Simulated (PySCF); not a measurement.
CH₄Be, SMILES [BeH][CH3]. Coordinates come from a PBE0-D3(BJ)/def2-TZVPD optimisation.

The numbers are results of PBE0-D3(BJ)/def2-TZVPD in PySCF 2.14.0, not measurements.

Harmonic wavenumbers (cm⁻¹): 428, 428, 726, 726, 869, 1229, 1432, 1432, 2124, 3025, 3100, 3100. Rotational constants (GHz): 161.9, 20.12, 20.12; symmetry number 3.

Problem. Work out the zero-point energy and the ideal-gas rigid-rotor harmonic-oscillator thermochemistry at 298.15 K and 1 atm.

Solution. ZPE = ½ Σ hcν = ½ × 18619 cm⁻¹ = 26.62 kcal/mol. H − E(el) = 29.53 kcal/mol. Entropy in cal/(mol K): translation 35.59, rotation 16.95, vibration 2.51, total 55.06. G − E(el) = 13.11 kcal/mol. Cp = 13.26 cal/(mol K).
